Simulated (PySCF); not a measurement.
C3H7NO, triplet, at a GFN2-xTB geometry (a higher spin typed on purpose: for a closed-shell molecule this is an excited state). Base run: PySCF with PBE0/6-31G.

PySCF was given this input:
```python
from pyscf import gto, scf, dft, solvent

mol = gto.M(
    atom='''
C     1.437448   -0.225323    0.400073
N     0.006154   -0.330600    0.240137
C    -0.500460   -1.661440    0.076543
C    -0.654983    0.699277   -0.494110
O    -0.605418    1.940523   -0.186744
H     1.682932    0.820164    0.578118
H     1.741413   -0.824272    1.260161
H     1.989596   -0.582230   -0.478947
H    -1.583622   -1.622215   -0.018832
H    -0.080716   -2.170282   -0.801770
H    -0.237339   -2.248661    0.958460
H    -0.404022    0.542430   -1.579227
''',
    basis='6-31g',
    charge=0,
    spin=2,
    verbose=3,
)

mf = dft.UKS(mol)
mf.xc = 'pbe0'
mf.kernel()
```

The base run was repeated with changes; each row names its change, and settings that it needs were set with it.

```tsv
change	ΔE vs base (kcal/mol)	dipole (D)
base	0.000	3.88
model = IEF-PCM; solvent = acetonitrile; lebedev_order = 41	-8.59	7.70
model = IEF-PCM; solvent = methanol	-8.52	7.67
model = IEF-PCM; solvent = tetrahydrofuran	-6.69	6.84
model = IEF-PCM; solvent = acetonitrile; lebedev_order = 11	-8.38	7.61
model = IEF-PCM; solvent = acetonitrile; r_probe = 0.5	-3.60	5.69
model = SS(V)PE; solvent = acetonitrile	-8.29	7.54
model = ddCOSMO; solvent = acetonitrile	-6.43	7.02
model = IEF-PCM; solvent = acetonitrile; vdw_scale = 1.4	-4.95	6.26
model = IEF-PCM; solvent = acetonitrile; vdw_scale = 1.0	-16.88	9.66
model = IEF-PCM; solvent = acetonitrile; vdw_scale = 1.1	-11.87	8.68
model = IEF-PCM; solvent = chloroform	-5.58	6.33
```

The base is the gas phase, so ΔE is the electrostatic part of solvation at a fixed geometry, without cavity and dispersion terms.

Open shells are given as the SCF converged; they aren't shown to be the lowest states, and a large step between rows can be another state.
